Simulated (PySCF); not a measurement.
F₄Ge, SMILES [F][Ge-]([F])([F])[F] (connectivity only; charge and spin as stated), charge -1, multiplicity 2.

The structure is a stationary point at B3LYP-D3(BJ)/def2-SVPD.

All values below come from PySCF with M06-2X/def2-SVPD.

The molecule is in vacuum.

The total energy is -2475.90256 hartree. The point group is C3v, the α spin, highest occupied and lowest empty level comes out as -2.17 and 5.60 eV and the β spin, highest occupied and lowest empty level is -7.71 and 2.39 eV. The dipole moment about the centre of nuclear charge is 0.88 D and the mean static polarisability comes out as 41.6 bohr³ (6.16 Å³). The polarisability, principal values is 38.8, 42.9, 42.9 bohr³ and the ⟨S²⟩ is 0.755 (pure state 0.75).
